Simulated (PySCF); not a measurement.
CI2, SMILES I[C]I (connectivity only; charge and spin as stated), neutral, multiplicity 1. Atoms are numbered in the order given.

```xyz
3

C      0.0000     0.0000     1.1083
I      0.0000     1.7512    -0.0627
I      0.0000    -1.7512    -0.0627
```
Charge 0, spin multiplicity 1.

Geometry: B3LYP-D3(BJ)/def2-TZVP. The def2 effective core potentials stand for the cores of I; spin–orbit coupling is left out.

Computed with PySCF with B3LYP-D3(BJ)/def2-TZVP.

Frequencies are harmonic and unscaled.

| mode | ν (cm⁻¹) | IR (km/mol) | moving atoms (share of kinetic energy) |
|---|---|---|---|
| 1 | 132 | 0.6 | I 96 % |
| 2 | 496 | 2.8 | C 92 %, I 8 % |
| 3 | 579 | 278.8 | C 94 % |
